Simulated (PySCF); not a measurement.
Simulation results for ClGeH3O2, GeH4O2Si

Calculation on a computer-drawn molecule: the log of a Hartree-Fock and frozen-core CCSD(T) single point meant for a local Hartree-Fock minimum, with one planted fault or none, to be diagnosed. Offsets are logged minus clean, where the clean run is the same molecule without the fault. The reference is restricted for singlets and unrestricted otherwise, and also for a bond in bohr or an excited solution. Adding or removing an electron swaps singlet and doublet. The excited solution moves the top pair (singlet) or top alpha electron (doublet) to the lowest empty orbital. Highest occupied and lowest empty are orbital energies over both spins, largest force is the largest gradient component, triples share is (T) over the correlation energy, the T1 limit is 0.02 restricted and 0.045 unrestricted, electrons count all cores, a negative frequency is imaginary (commonest isotopes), and the dipole is about the centre of nuclear charge; on germanium a core potential holds 10 electrons, which the energies leave out, and 3d is frozen in MP2 and coupled-cluster steps. Program: PySCF 2.14.0.

Common to all runs: meant charge 0; meant multiplicity 1; meant basis cc-pV(D+d)Z; meant basis and core potential on germanium cc-pVDZ-PP ECP10MDF; logged SCF converged yes; logged CC converged yes; logged SCF stable within its kind yes; possible faults no fault, one electron removed, one electron added, multiplicity raised by two, geometry at a saddle point, SCF held on an excited solution, minimal basis STO-3G, one bond length entered in bohr, all coordinates scaled.

(1) 
```xyz
7
formula=ClGeH3O2 logged_electrons=69 logged_basis_functions=89 logged_spin_squared=0.7605 logged_highest_occupied=2.6102 logged_lowest_empty=9.3576 logged_largest_force=0.089399 logged_T1_diagnostic=0.034863 logged_D1_diagnostic=0.23955 logged_triples_share=0.023313 logged_dipole_magnitude=1.9239 logged_energy_HF=-904.33155 logged_energy_CCSD(T)=-904.99909 planted_fault=one_electron_added HF_energy_offset_from_clean_run=76.72 CCSD(T)_energy_offset_from_clean_run=65.71
O      2.0695     1.1758     1.0126
Ge     1.5221    -0.4655     0.7764
O     -0.1365    -0.4156     0.2025
Cl     2.6738    -1.4235    -0.7837
H      1.8626     1.7797     0.3122
H      1.7106    -1.2180     2.0687
H     -0.3487    -1.0296    -0.4870
```

Units: logged_highest_occupied, logged_lowest_empty in eV; logged_largest_force in hartree/bohr; logged_dipole_magnitude in debye; logged_energy_HF, logged_energy_CCSD(T) in hartree; HF_energy_offset_from_clean_run, CCSD(T)_energy_offset_from_clean_run in kcal/mol.

Drawn bonds:
```csv
atom,other atom,order
1,2,1
2,3,1
2,4,1
1,5,1
2,6,1
3,7,1
```

Notes: highest electron not bound in this basis.

(2) 
```xyz
8
formula=GeH4O2Si logged_electrons=66 logged_basis_functions=94 logged_spin_squared=1.3098 logged_highest_occupied=-7.8848 logged_lowest_empty=0.56048 logged_largest_force=0.016269 logged_T1_diagnostic=0.042598 logged_D1_diagnostic=0.21542 logged_triples_share=0.024514 logged_dipole_magnitude=2.5026 logged_energy_HF=-734.26648 logged_energy_CCSD(T)=-734.83187 planted_fault=one_bond_length_entered_in_bohr,row_1_of_the_drawn_bonds HF_energy_offset_from_clean_run=54.75 CCSD(T)_energy_offset_from_clean_run=78.91
O     -0.8799    -0.8156     0.4165
Ge     0.8730    -2.1297    -2.1629
O      2.6019    -1.8475    -1.8185
Si     0.3501    -4.5054    -1.9506
H     -0.4009    -0.1868     0.9388
H      0.5414    -1.3279    -3.4333
H      2.9583    -1.0387    -2.1565
H     -1.0028    -4.3048    -2.6009
```

Units: logged_highest_occupied, logged_lowest_empty in eV; logged_largest_force in hartree/bohr; logged_dipole_magnitude in debye; logged_energy_HF, logged_energy_CCSD(T) in hartree; HF_energy_offset_from_clean_run, CCSD(T)_energy_offset_from_clean_run in kcal/mol.

Drawn bonds:
```csv
atom,other atom,order
1,2,1
2,3,1
2,4,1
1,5,1
2,6,1
3,7,1
4,8,1
```
